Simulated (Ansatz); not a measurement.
Total energies of [CdCl4]2- (CdCl4²⁻) from Ansatz at PBE0-D4/def2-TZVPD, gas phase (1 Eh = 27.2114 eV = 2625.5 kJ/mol). The reference geometry is relaxed at PBE0-D4/def2-SVPD.

```xyz
5

Cd    0.0000   -0.0002    0.0001
Cl    1.7079   -1.2888    1.3724
Cl   -0.3075    2.3202    0.9918
Cl   -2.2207   -1.2365    0.0329
Cl    0.8203    0.2052   -2.3972
```

```
            state                      geometry  energy (Eh)
charge -2 singlet                     reference  -2008.27568
charge -1 doublet                     reference  -2008.20826
charge -1 doublet  relaxed at PBE0-D4/def2-SVPD  -2008.23659
```

In the def2 sets Cd takes a core potential; there is no spin–orbit coupling. A multiply charged anion in the gas phase is held together partly by the finite basis.

Work out the vertical ionisation energy to the doublet.

E(charge -1 doublet) − E(charge -2 singlet) = -2008.20826 − (-2008.27568) = 0.06742 Eh = 1.83 eV. For comparison, −ε of the highest occupied level is 0.27 eV at this level, 1.56 eV less.

How much does the charge -1 doublet relax, and what is the adiabatic ionisation energy?

Relaxation: -2008.20826 − (-2008.23659) = 0.02833 Eh = 0.77 eV. Adiabatic ionisation energy: 0.03909 Eh = 1.06 eV, without zero-point energy. In the charge -1 doublet, Cl3 and Cl4 lie 2.66 Å apart (atoms count from 1), so these atoms are partly bonded to each other.
